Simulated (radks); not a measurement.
All-electron calculation, scalar-relativistic Kohn-Sham, LDA (Slater exchange, Perdew-Wang correlation), spin-unpolarised, spherical densities, point nucleus. Program: a radial shooting solver on a logarithmic mesh with Libxc functionals. Each species is in its NIST ground configuration. Rank Au+, Ag+, Cu+ by radius at which the density is 0.001 e/bohr^3 (bohr), largest first.

Answer. Au+ 3.78, Ag+ 3.59, Cu+ 3.31.
